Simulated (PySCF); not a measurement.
Isomers of C6H10N4Si, one GFN2-xTB conformer each. Single-point energies are computed at PBE0/pcSseg-1 (PySCF, gas phase, no added dispersion term), electronic only.

Question: Rank them by PBE0/pcSseg-1 energy, lowest first (kJ/mol).
A. `C[Si](C)(C)c1[nH]nnc1C#N`
B. `[CH3:1][c:2]1[n:3][n:4]([SiH:5]([CH3:6])[CH3:7])[n:8][c:9]1[C:10]#[N:11]` with N3–N4–Si5–C6 143°
C. `n1cc(nn1[Si](C)(C)C)C#N`

Answer: C (0.0), B (24.2), A (59.8).

As drawn, the highest has an N–H bond, which the lowest lacks. GFN2-xTB itself gives, in the same order: 46.3, 0.0, 133.2. GFN2-xTB puts Cc1nn([SiH](C)C)nc1C#N lowest instead; measured from each level's own lowest isomer, the values differ by up to 73.4 kJ/mol (C[Si](C)(C)c1[nH]nnc1C#N: 133.2 against 59.8).

Which frontier levels, dipoles and rotational constants go with these structures?

```csv
SMILES,"HOMO (eV, PBE0/pcSseg-1)",LUMO (eV),dipole (D),"A, B, C (MHz)"
C[Si](C)(C)n1ncc(C#N)n1,-8.07,-1.16,5.43,"2007, 545.4, 500.4"
Cc1nn([SiH](C)C)nc1C#N,-7.87,-1.18,5.06,"1852, 586.1, 462.2"
C[Si](C)(C)c1[nH]nnc1C#N,-7.94,-1.21,6.99,"1232, 835.2, 596.1"
```
